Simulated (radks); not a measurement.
Results of a calculation; reference values are marked as such.
Ionisation of Pb2+, [Hg], to Pb3+, [Xe] 4f14 5d10 6s1, under several functionals. Dirac Kohn-Sham, spin-unpolarised, spherical densities, point nucleus; a radial shooting solver on a logarithmic mesh with Libxc functionals.

functional                          E(Pb2+) (hartree)  Exc (hartree)  IE (eV)  -e(HOMO) (eV)  <r> HOMO (bohr)  IE error (eV)
B86b exchange with PBE correlation        -20929.2664      -391.2594   32.438         27.463            2.176         +0.501
BLYP                                      -20928.9066      -390.8812   32.459         27.442            2.185         +0.522
BP86                                      -20930.1575      -392.1566   32.591         27.626            2.169         +0.654
HCTH/407                                  -20939.5182      -401.9040   32.495         27.538            2.171         +0.558
PBEsol                                    -20922.1959      -384.1210   32.476         27.512            2.169         +0.539
PBE                                       -20927.8181      -389.7973   32.407         27.432            2.177         +0.470

NIST Atomic Spectra Database: 31.937 eV (measured). Closest: PBE. The Delta-SCF values span 0.18 eV, the total energies 17.32 hartree. The highest occupied level is 6s1/2. Spin polarisation and multiplet splitting are left out, so open shells lie too high by an amount that depends on their filling.

Beside tabulated values, note that spin-unpolarised runs miss the spin-polarisation part of the exchange energy of open shells.
